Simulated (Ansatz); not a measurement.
```yaml
crystal:
  periodic: [true, true, true]
  atoms:
    - {symbol: I, position_ang: [-1.527717, -0.437030, 3.146238]}
    - {symbol: Al, position_ang: [-0.451886, -0.043486, 1.007262]}
    - {symbol: C, position_ang: [0.668974, 0.779716, -0.189619]}
    - {symbol: C, position_ang: [0.080268, -0.719636, -0.579074]}
    - {symbol: H, position_ang: [1.691349, 0.791099, -0.266072]}
    - {symbol: H, position_ang: [0.057648, 1.498122, -0.680850]}
    - {symbol: H, position_ang: [-0.684629, -0.666585, -1.435931]}
    - {symbol: H, position_ang: [0.714288, -1.434565, -0.996359]}
basis:
  gaussian: {orbitals: def2-SVPD}
hamiltonian: {xc: {name: BLYP}}
```

```sh
$ ansatz run in.yaml --threads 2 --pin off --events-out ev --progress --plain --max-ram 4352MiB
```

Shortened log:

```
Error: YAML parse error: error: line 2 column 3: crystal: missing field `lattice` (a structure is typed as `lattice` and `atoms`, a molecule's as `atoms` in Å alone, or read from a run's directory, `checkpoint`)
 --> <input>:2:3
1 | crystal:
2 |   periodic: [true, true, true]
3 |   atoms:
4 |     - {symbol: I, position_ang: [-1.527717, -0.437030, 3.146238]}
```

Question: Something in this input is off. What?

Answer: The molecule is marked periodic without a cell. The input was rejected before any iteration.
